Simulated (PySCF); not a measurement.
How methods differ on the ionisation energy of Br²⁺

Br²⁺ [Ar] 3d10 4s2 4p3 (4S) → Br³⁺ [Ar] 3d10 4s2 4p2 (3P), as a difference of total energies. Calculation: PySCF 2.14, in dyall-ae2z (15s11p7d2f, 97 functions); no relativity, point nucleus. Correlated levels: valence: [Ar] 3d10 frozen; virtual orbitals above 40 to 60 times the deepest correlated orbital energy dropped. The calculations carry no spin-orbit coupling.

```
           method  ionisation energy (eV)
              UHF                  34.512
    MP2 (valence)                  34.923
SCS-MP2 (valence)                  34.783
   CCSD (valence)                  34.864
CCSD(T) (valence)                  34.872
```

Question: How much does correlation contribute at CCSD(T) (valence)?

Answer: 34.872 − (34.512) = 0.360 eV, measured against UHF.

A first-order spin-orbit estimate (lowest level to lowest level, LS coupling) adds -0.379 eV.

These non-relativistic numbers lack the scalar-relativistic shift.

Errors of the correlated levels include the incompleteness of this basis and the frozen core.

For comparison: 34.871 ± 0.019 eV (measured; NIST Atomic Spectra Database, ionization energies).
